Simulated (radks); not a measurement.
Task: Numerical settings for neutral tungsten, [Xe] 4f14 5d4 6s2. Method: Dirac Kohn-Sham, BLYP, spin-unpolarised, spherical densities, finite nucleus; open shells fill j = l - 1/2 first; Fermi nuclear charge, rms radius 5.3658 fm; computed with a radial shooting solver on a logarithmic mesh with Libxc functionals. The defaults (mesh step 0.008 in ln r, mesh end at 40 bohr or more with all orbitals vanishing there, Anderson mixing 0.5 over 9 steps, residual threshold near 1e-9 with the energy settled to 1e-9 hartree or 1e-11 of itself, here a cap of 75 iterations) give E = -16164.3470 hartree and 5d3/2 at -4.506 eV in 15 iterations. Run on one thread of a shared host, so times are rough (Arm Neoverse V1): 0.18 s of CPU time, 0.18 s wall, 15 iterations on 2440 mesh points. One setting is changed at a time: mesh step in ln r 0.08; mesh step in ln r 0.012; mesh step in ln r 0.003; mesh end (bohr) 1; mesh end (bohr) 400; residual threshold 0.001; residual threshold 0.01; mixing 0.05; linear mixing, mixing 1; linear mixing, mixing 0.05; mixing history 2; iteration cap 2. Which runs fail to converge, and which converge to a wrong energy?

Result: Not converged within the cap: mesh step in ln r 0.08; mesh end (bohr) 1; linear mixing, mixing 1; linear mixing, mixing 0.05; iteration cap 2. No run marked as converged misses the energy by more than 1 mhartree.
